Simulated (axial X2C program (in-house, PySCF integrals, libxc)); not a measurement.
# RbPd with a deliberately poor setting

Computed with an axial X2C code built on PySCF integrals.

The run was started with this input:
```json
{"zs": [46, 37], "q": 0, "bas": ["dyall-v2z", "dyall-v2z"], "levels": ["PBE0", "HF", "r2SCAN0", "TPSSh"], "cc": false, "r0": 3.3, "npts": 10, "nst": 2, "ntry": 6, "opt": {"maxit": 5}}
```
```bash
python so2c.py task.json out
```

Keys: zs atomic numbers; q charge; bas basis sets; levels methods; cc coupled cluster on or off; r0 starting distance in Å; npts points on the curve; nst determinants followed; ntry starts of the search; maxit SCF iteration limit on the curve. HF also brings MP2.

**Question.** One numerical setting was spoiled on purpose. Which, and what came out?

**Answer.** Too few iterations allowed. States: spin-free M_S = 1/2, Λ = 0; 2c Ω = 1/2. The apparent results, which are not to be taken for properties of RbPd:

```json
{"Hamiltonian": "spin-free", "level": "PBE0", "points converged": "1 of 10", "Re (Å)": "n/a", "ωe (cm⁻¹)": "n/a", "De (eV)": "n/a", "curve-fit residual (μEh)": "n/a"}
{"Hamiltonian": "spin-free", "level": "HF", "points converged": "0 of 10", "Re (Å)": "n/a", "ωe (cm⁻¹)": "n/a", "De (eV)": "n/a", "curve-fit residual (μEh)": "n/a"}
{"Hamiltonian": "spin-free", "level": "r2SCAN0", "points converged": "0 of 10", "Re (Å)": "n/a", "ωe (cm⁻¹)": "n/a", "De (eV)": "n/a", "curve-fit residual (μEh)": "n/a"}
{"Hamiltonian": "spin-free", "level": "TPSSh", "points converged": "0 of 10", "Re (Å)": "n/a", "ωe (cm⁻¹)": "n/a", "De (eV)": "n/a", "curve-fit residual (μEh)": "n/a"}
{"Hamiltonian": "2c", "level": "PBE0", "points converged": "0 of 10", "Re (Å)": "n/a", "ωe (cm⁻¹)": "n/a", "De (eV)": "n/a", "curve-fit residual (μEh)": "n/a"}
{"Hamiltonian": "2c", "level": "HF", "points converged": "0 of 10", "Re (Å)": "n/a", "ωe (cm⁻¹)": "n/a", "De (eV)": "n/a", "curve-fit residual (μEh)": "n/a"}
{"Hamiltonian": "2c", "level": "r2SCAN0", "points converged": "0 of 10", "Re (Å)": "n/a", "ωe (cm⁻¹)": "n/a", "De (eV)": "n/a", "curve-fit residual (μEh)": "n/a"}
{"Hamiltonian": "2c", "level": "TPSSh", "points converged": "0 of 10", "Re (Å)": "n/a", "ωe (cm⁻¹)": "n/a", "De (eV)": "n/a", "curve-fit residual (μEh)": "n/a"}
```
